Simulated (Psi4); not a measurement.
## Exact exchange and the electronic atomisation energy of GeO

GeO has 2 atoms, charge 0, and is taken as a singlet. As SMILES, `[O]=[Ge]`. Geometry: relaxed at PBE0-D4/def2-TZVP.

The electronic atomisation energy y, in eV, basis cc-pVTZ; a is the functional's share of exact exchange. Programs: Psi4 1.11.

```
functional  program     a  y (eV)
    r2SCAN     Psi4     0    6.91
      TPSS     Psi4     0    6.92
     B3LYP     Psi4   0.2    6.78
      PBE0     Psi4  0.25       ?
     BHLYP     Psi4   0.5    5.93
```

Task: Fit y = c + s·a to the known rows and predict PBE0.

Result: 
1. Means of the 4 rows: a = 0.1750, y = 6.635.
2. Σ(Δa)² = 0.1675, Σ(Δa·Δy) = -0.3235, so the slope is -0.3235/0.1675 = -1.9313.
3. Intercept: 6.635 − (-1.9313) × 0.1750 = 6.973. The largest residual of the fit is 0.19.
4. PBE0: 6.973 + (-1.9313) × 0.25 = 6.49 eV.

The run gave 6.59 eV, so the prediction is off by -0.10 eV, within the largest residual.
